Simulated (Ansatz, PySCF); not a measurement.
Process, species as SMILES: NC1CC1 -> [CH]1CC1 + [NH2] (NH2) (the C-N bond at the site shown breaks; other sites are not compared here)
Each molecule is optimised on its own at B3LYP-D3(BJ)/def2-TZVP (Ansatz, an electronic-structure program), one conformer each, not searched for the lowest.

Property: bond dissociation energy (0 K, with B3LYP-D3(BJ) harmonic zero-point energies from PySCF), in eV. Cores are frozen in the correlated levels unless marked. UHF or UKS for open shells. Spin-orbit coupling is left out. Non-relativistic. Basis-set limits of correlation are two-point, X^-3; Hartree-Fock from the larger set. The bracket is a focal-point correction in the basis named.

```tsv
level	program	bond dissociation energy (eV)
PBE/def2-TZVPD	Ansatz	3.96
r2SCAN-D4/def2-TZVPD	Ansatz + dftd4	3.70
PBE0/STO-3G	Ansatz	4.48
PBE0-D4/def2-TZVP	Ansatz + dftd4	3.98
PBE0/def2-TZVPD	Ansatz	3.91
r2SCAN0-D4/def2-TZVPD	Ansatz + dftd4	3.68
wB97M-V/def2-TZVPD	Ansatz	…
B2PLYP/def2-TZVPD	Ansatz	…
RPA@PBE/cc-pVTZ	Ansatz	3.83
SCS-MP2/6-31G*	Ansatz	4.04
SCS-MP2/cc-pVTZ	Ansatz	4.17
CCSD/6-31G*	Ansatz	…
CCSD/cc-pVTZ	Ansatz	3.86
RI-MP2/CBS(cc-pVTZ,cc-pVQZ)+[CCSD(T)-MP2]/cc-pVTZ	Ansatz	4.10
```

Task: Complete the blanks.

Result: 
- wB97M-V/def2-TZVPD, bond dissociation energy (eV): 4.09
- B2PLYP/def2-TZVPD, bond dissociation energy (eV): 3.90
- CCSD/6-31G*, bond dissociation energy (eV): 3.80
